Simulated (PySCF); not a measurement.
## Nonlinear optical response: 1-chloro-4-cyclopropylbenzene (Clc1ccc(C2CC2)cc1, C9H9Cl)

Molfile (atoms numbered from 1):
```
C9H9Cl
     RDKit          3D

 19 20  0  0  0  0  0  0  0  0999 V2000
    5.2121   -0.1729    0.2054 Cl  0  0  0  0  0  0  0  0  0  0  0  0
    3.4929    0.0458    0.1495 C   0  0  0  0  0  0  0  0  0  0  0  0
    2.9528    1.3253    0.2479 C   0  0  0  0  0  0  0  0  0  0  0  0
    1.5709    1.4879    0.2014 C   0  0  0  0  0  0  0  0  0  0  0  0
    0.7078    0.3952    0.0580 C   0  0  0  0  0  0  0  0  0  0  0  0
   -0.7605    0.6143    0.0122 C   0  0  0  0  0  0  0  0  0  0  0  0
   -1.6517   -0.2319   -0.8616 C   0  0  0  0  0  0  0  0  0  0  0  0
   -1.7202   -0.3763    0.6213 C   0  0  0  0  0  0  0  0  0  0  0  0
    1.2806   -0.8807   -0.0383 C   0  0  0  0  0  0  0  0  0  0  0  0
    2.6587   -1.0620    0.0063 C   0  0  0  0  0  0  0  0  0  0  0  0
    3.6144    2.1857    0.3601 H   0  0  0  0  0  0  0  0  0  0  0  0
    1.1515    2.4944    0.2789 H   0  0  0  0  0  0  0  0  0  0  0  0
   -1.0452    1.6666    0.1016 H   0  0  0  0  0  0  0  0  0  0  0  0
   -2.4765    0.2641   -1.3798 H   0  0  0  0  0  0  0  0  0  0  0  0
   -1.1721   -1.0259   -1.4412 H   0  0  0  0  0  0  0  0  0  0  0  0
   -1.2888   -1.2714    1.0785 H   0  0  0  0  0  0  0  0  0  0  0  0
   -2.5932    0.0180    1.1478 H   0  0  0  0  0  0  0  0  0  0  0  0
    0.6432   -1.7616   -0.1512 H   0  0  0  0  0  0  0  0  0  0  0  0
    3.0939   -2.0598   -0.0696 H   0  0  0  0  0  0  0  0  0  0  0  0
  1  2  1  0
  2  3  1  0
  3  4  2  0
  4  5  1  0
  5  6  1  0
  6  7  1  0
  7  8  1  0
  5  9  2  0
  9 10  1  0
 10  2  2  0
  8  6  1  0
  3 11  1  0
  4 12  1  0
  6 13  1  0
  7 14  1  0
  7 15  1  0
  8 16  1  0
  8 17  1  0
  9 18  1  0
 10 19  1  0
M  END
```

Theory: PySCF 2.14.0, quadratic response CAM-B3LYP/aug-cc-pVDZ first hyperpolarisability, Taylor convention, gas phase. Geometry: PBE0-D3(BJ)/def2-SVP.

**Question.** What is the first hyperpolarisability, and how does it disperse?

**Answer.** In 10⁻³⁰ esu, Taylor convention; the vector part is βᵢ = ⅓ Σⱼ (βᵢⱼⱼ + βⱼᵢⱼ + βⱼⱼᵢ); β∥ is 3/5 of the vector part along the dipole, the dipole points from − to +:
```tsv
process	λ (nm)	β vector norm	β∥	β HRS	depolarisation ratio
static β(0;0,0)	∞	0.29	0.17	0.25	1.88
second harmonic β(−2ω;ω,ω)	1907	0.32	0.19	0.27	1.91
Pockels β(−ω;ω,0)	1907	0.30	0.18	–	–
second harmonic β(−2ω;ω,ω)	1064	0.40	0.24	0.32	2.00
Pockels β(−ω;ω,0)	1064	0.32	0.19	–	–
```

**Question.** Which lowest excitations, dipole and polarisabilities go with it?

**Answer.** S1 5.06 eV (f = 0.012); S2 5.60 eV (f = 0.247); S3 5.94 eV (f = 0.004); dipole 2.50 D; isotropic α 119.9 au static, 120.4 au at 1907 nm, 121.4 au at 1064 nm, 121.8 au at 953.5 nm, 126.4 au at 532 nm.
